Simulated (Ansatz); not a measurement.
Na₂Li₅⁻. The state is a singlet with charge -1. Geometry PBE/def2-TZVPD; atoms count from 1.

Cartesian coordinates in Å:
```
Li 1.585 0.786 0.260
Li -1.533 -0.829 -0.350
Li 0.357 0.246 -2.436
Li -0.906 1.042 1.965
Li 1.202 -1.981 -0.865
Na 0.444 -1.729 2.192
Na -1.149 2.466 -0.766
```

The restricted singlet is unstable towards broken spin symmetry in Hartree–Fock (as tested in another run); at PBE0/def2-TZVPD this wasn't settled. Another isomer (singlet) lies 0.12 eV lower at PBE0/def2-TZVPD; other spin states weren't run for this one.

Q: Estimate the Mulliken populations from the PBE0/def2-TZVPD orbitals of Ansatz.

A: 
```tsv
atom	charge (e)
Li1	-0.23
Li2	-0.23
Li3	-0.15
Li4	-0.15
Li5	-0.15
Na6	-0.05
Na7	-0.05
```
Mulliken values depend strongly on the basis. With diffuse functions, as here, like atoms can get unlike values, and bond orders can come out too low or too high.

Q: And the Mayer bond orders between heavy atoms (over 0.3)?

A: Li1–Li3 0.33 (3.01 Å); Li1–Li5 0.33 (3.01 Å); Li2–Li3 0.33 (3.01 Å); Li2–Li5 0.33 (3.01 Å); Li3–Li5 0.41 (2.85 Å); Li4–Na6 0.34 (3.09 Å); Li4–Na7 0.34 (3.09 Å).
